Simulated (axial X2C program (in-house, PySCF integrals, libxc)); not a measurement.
# Spectroscopic constants of MnB

Calculated with an axial X2C code built on PySCF integrals. Spin-free means the one-electron spin-free X2C Hamiltonian; two-component (2c) means X2C with spin–orbit coupling and atomic mean-field two-electron Coulomb and Gaunt terms, so the difference of the two also holds small scalar two-electron terms. Basis: Mn dyall-cv3z [9s10p6d3f2g], B dyall-v3z [7s6p2d1f] (cores contracted in-house); Gaussian nuclei, density fitting, unrestricted open shells. Masses: Mn 54.938 u, B 11.009 u.

State, spin-free: M_S = 2, Λ = 1 (beyond evenly filled blocks: σα, π+α, π+β, π-α, δ+α, δ-α); electrons by block: σα: 9, σβ: 8, π+α: 3, π+β: 3, π-α: 3, π-β: 2, δ+α: 1, δ-α: 1. Fragments: Mn + B.

State, 2c: Ω = 3 (⟨Sz⟩ = 2.00, ⟨Lz⟩ = 1.00 at PBE0); electrons by block: 1/2: 12, -1/2: 11, 3/2: 3, -3/2: 3, 5/2: 1. Fragments: Mn + B.

| Hamiltonian | level | Re (Å) | ωe (cm⁻¹) | ωexe (cm⁻¹) | Be (cm⁻¹) | αe (cm⁻¹) | De (eV) | D0 (eV) | μ (D) |
| --- | --- | --- | --- | --- | --- | --- | --- | --- | --- |
| spin-free | PBE0 | 2.128 | 430.8 | 2.92 | 0.4061 | 0.00321 | 1.32 | 1.30 | -2.53 |
| spin-free | HF | 2.325 | 419.0 | 3.56 | 0.3401 | 0.0033 | 0.606 | 0.580 | -2.70 |
| spin-free | CCSD | 2.243 | 395.2 | 3.83 | 0.3655 | 0.00373 | 0.487 | 0.462 | n/a |
| spin-free | CCSD(T) | 2.237 | 390.0 | 3.67 | 0.3674 | 0.00364 | 0.545 | 0.521 | n/a |
| spin-free | PBEsol | 1.932 | 456.3 | n/a | 0.4923 | n/a | 2.35 | 2.33 | -2.57 |
| 2c | PBE0 | 2.127 | 431.0 | 2.91 | 0.4063 | 0.0032 | 1.33 | 1.30 | -2.53 |
| 2c | HF | 2.325 | 418.9 | 3.56 | 0.3401 | 0.0033 | 0.606 | 0.580 | -2.70 |
| 2c | PBEsol | 1.931 | 456.5 | n/a | 0.4928 | n/a | 2.36 | 2.34 | -2.57 |

Correlated methods: 10 electrons correlated (number of frozen shells: Mn 3 s, 2 p; B 1 s), 240 virtual spin orbitals or spinors in MP2, 90 natural virtuals in coupled cluster.

Dipoles are positive if B is the positive end.

Dissociation energies refer to the lowest single-determinant-based atoms at the same level and basis. Density functionals use the spin component along the axis (collinear). Coupled cluster ran in a truncated set of natural virtual spinors; the MP2 energy of the rest was added. (T) has no such correction and the atoms are truncated less, which lowers De at CCSD(T) by a hundredth of an eV or more. The 2c atoms are single determinants rather than J levels; their spin–orbit lowering is only partly caught, and De is too large by that part. This holds for PBE0, PBEsol. Without a current term, density functionals place determinants with orbital angular momentum somewhat too high. The state is one determinant with fixed occupations, lowest in a PBE0 search at one distance only: followed along the bond, the spin-free determinant M_S = 2, Λ = 0 reaches 0.07 eV lower at PBE0, so the state shown is not the lowest. With several unpaired electrons one determinant need not be a pure state. A state of lower Ω lies just above, and one determinant can place such states too high, so the state shown need not be the lowest. The search has Ω = 1 only 0.01 eV up. Open-shell Ω = 0 determinants with evenly filled partner blocks cannot be reached by this program, so the Ω shown need not be the lowest component. At some level and bond length an empty orbital lies below a filled one. The determinant is spin-polarised beyond a pure state at some levels (its spin-free form has ⟨S²⟩ too high), which makes Re and μ there less reliable. The T1 diagnostic is large, a sign of multireference character.

No reliable constants came from CCSD (2c), CCSD(T) (2c), MP2 (2c), MP2 (spin-free): no minimum in range, unconverged points, a curve that is not smooth, a change of character along it, or the two Hamiltonians disagreeing along it.

Rough cost a point (2c) on 1 thread(s) of a shared host, integrals apart: PBE0 0.4 s, HF 0.26 s, PBEsol 0.29 s.
